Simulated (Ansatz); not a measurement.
This geometry of GaH2OS (5 atoms, charge 0, multiplicity 2) is a first-order saddle point.

All numbers below come from Ansatz 0.2.0, UKS B3LYP/def2-SVP.

```xyz
5
Properties=species:S:1:pos:R:3
O -1.054 0.239 -0.820
Ga 0.465 0.093 0.126
S 1.226 -1.962 0.402
H -1.888 0.282 -0.335
H 1.251 1.348 0.628
```

Problem. Which two structures does it join? (They come from a converged band through this point; their orientation in space is the band's.)

Solution. No bond is made or broken. The dihedral H4–O1–Ga2–S3 goes from 0 to 180°.

First end point:

```xyz
5
Properties=species:S:1:pos:R:3
O -1.175 0.582 -0.409
Ga 0.468 0.176 0.176
S 1.050 -1.955 0.318
H -1.742 -0.166 -0.640
H 1.399 1.362 0.554
```

Last end point:

```xyz
5
Properties=species:S:1:pos:R:3
O -1.261 -0.093 -0.463
Ga 0.420 -0.015 0.152
S 1.363 -1.989 0.431
H -1.679 0.770 -0.586
H 1.157 1.327 0.465
```

Problem. How far does it lie above each of them?

Solution. 4.0 kcal/mol above the first and 3.2 kcal/mol above the second. This is the barrier of this one path; another mechanism may lie lower.

The run took 3.7 min on 2 threads of Intel(R) Xeon(R) Platinum 8488C (Sapphire Rapids), with other jobs on the host, peak memory 0.24 GiB.
